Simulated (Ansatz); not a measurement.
Input and output for CH5BClFSn (`[CH3][SnH]([F])[BH]Cl`).

```yaml
crystal:
  periodic: [false, false, false]
  atoms:
    - {symbol: C, position_ang: [-1.198986, -1.225385, -0.033046]}
    - {symbol: Sn, position_ang: [0.408568, -0.000500, 0.644664]}
    - {symbol: F, position_ang: [1.905427, -1.229268, 0.746662]}
    - {symbol: B, position_ang: [1.076072, 1.636227, -0.755209]}
    - {symbol: Cl, position_ang: [-0.041585, 2.891585, -1.191471]}
    - {symbol: H, position_ang: [-1.383839, -2.009754, 0.700305]}
    - {symbol: H, position_ang: [-0.934050, -1.678956, -0.987612]}
    - {symbol: H, position_ang: [-2.102164, -0.626629, -0.157002]}
    - {symbol: H, position_ang: [0.186897, 0.498158, 2.267265]}
    - {symbol: H, position_ang: [2.166658, 1.693421, -1.231655]}
basis:
  gaussian: {orbitals: def2-SVPD}
hamiltonian: {xc: {name: B3LYP}, dispersion: d3bj}
output: {forces: true}
```

```sh
$ ansatz run in.yaml --threads 4 --pin off --events-out ev --progress --plain --max-ram 10444MiB
```

It prints (some lines left out):

```
Functional definition: B3LYP
1689 factors; integrals over basis functions are off by at most 1.1e-3 eV
mean field evaluation 1: about -22854.4082 eV, gradient 6.1e1 eV
mean field evaluation 2: about -22840.3389 eV, gradient 1.0e2 eV
mean field evaluation 4: about -22862.3613 eV, gradient 5.8e0 eV
mean field evaluation 8: about -22862.4785 eV, gradient 3.2e-1 eV
mean field evaluation 16: about -22862.4788 eV, gradient 4.2e-5 eV
mean field -22862.47876960 eV, -840.1805980383 hartree, gradient 4.2e-5 eV, S^2 0.000000; 0 other end points of the search recorded, 0 dependent functions left out
reference -22862.47909687 eV, -840.1806100651 hartree; 32, 32 occupied and 130, 130 virtual orbitals, 1689 factors
Total energy: -22862.88049126 eV, -840.1953610369 hartree
Atom 0 at    -1.198986    -1.225385    -0.033046 Å, force    -0.071158    -0.030993    -0.018505 eV/Å
Atom 1 at     0.408568    -0.000500     0.644664 Å, force    -0.537952     0.718553     0.034926 eV/Å
Atom 2 at     1.905427    -1.229268     0.746662 Å, force     0.810798    -0.671735     0.055986 eV/Å
Atom 3 at     1.076072     1.636227    -0.755209 Å, force     0.178091    -0.186232     0.068679 eV/Å
Atom 4 at    -0.041585     2.891585    -1.191471 Å, force    -0.288195     0.322315    -0.114256 eV/Å
Atom 5 at    -1.383839    -2.009754     0.700305 Å, force    -0.055143    -0.204755     0.168299 eV/Å
Atom 6 at    -0.934050    -1.678956    -0.987612 Å, force     0.057028    -0.124592    -0.239529 eV/Å
Atom 7 at    -2.102164    -0.626629    -0.157002 Å, force    -0.230043     0.132847    -0.035528 eV/Å
Atom 8 at     0.186897     0.498158     2.267265 Å, force    -0.018712     0.046650     0.143032 eV/Å
Atom 9 at     2.166658     1.693421    -1.231655 Å, force     0.155288    -0.002059    -0.063104 eV/Å
Dipole moment:    -0.474830     0.308441    -0.157608 e Å
```

Run time 3.6 s (4 threads of an Arm Neoverse V1 on a shared host); peak host memory 0.5 GiB.
